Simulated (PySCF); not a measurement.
**Computed properties of C₂H₄BNO₂, SMILES OB1C=NCO1**

C₂H₄BNO₂, SMILES C1B(OCN=1)O. Geometry: B3LYP-D3(BJ)/def2-SVP. The structure was generated by enumeration, and PubChem lists no compound with its InChIKey, so it may never have been made. One conformer was computed; it need not be the lowest. All values are computed for the isolated molecule unless a solvent is named; none is compared with measurement here.

**Structure.** The optimised structure has Cs symmetry. All 24 harmonic modes at B3LYP-D3(BJ)/def2-SVP (PySCF) are real, so it is a minimum. With heavy atoms numbered as in [OH:1][B:2]1[CH:3]=[N:4][CH2:5][O:6]1, the shortest bond between them is C3–N4 at 1.287 Å and the longest B2–C3 at 1.576 Å.

**Vibrations.** The strongest infrared lines (harmonic, unscaled, degenerate partners summed) lie at 1527 cm⁻¹ (407 km/mol, B 65 %, O 19 %, H 10 %), 957 cm⁻¹ (224 km/mol, H 53 %, O 23 %, C 18 %), 544 cm⁻¹ (112 km/mol, H 82 %). The softest mode is at 198 cm⁻¹ and the zero-point energy is 46.2 kcal/mol.

**Electronic structure.** r2SCAN/def2-TZVP (PySCF) places the frontier levels at -6.58 and -2.05 eV, a gap of 4.53 eV, and gives a dipole moment of 1.59 D and a mean polarisability of 48.0 bohr³. PBE/def2-TZVP (PySCF) at the same geometry gives -6.25 and -2.20 eV, so its gap is 0.48 eV narrower. An orbital gap is neither the optical nor the fundamental gap.

**Excitations.** TDDFT-PBE0/def2-SVPD (PySCF) has S1 at 4.65 eV (267 nm, f = 0.000, dark); the most intense of the 10 singlets computed lies at 6.69 eV (f = 0.14). T1 (TDA) is at 3.72 eV. TDDFT-PBE/def2-SVPD (PySCF) puts S1 at 4.40 eV. No vertical singlet excitation falls in the visible range (under 3.1 eV).

**NMR.** GIAO shifts at PBE0/pcSseg-1 (PySCF) (non-relativistic, atoms alike by connectivity averaged): ¹³C from 100.8 to 181.4 ppm against TMS; ¹H from 4.7 to 8.7 ppm against TMS; ¹¹B at 15.5 ppm against BF3.
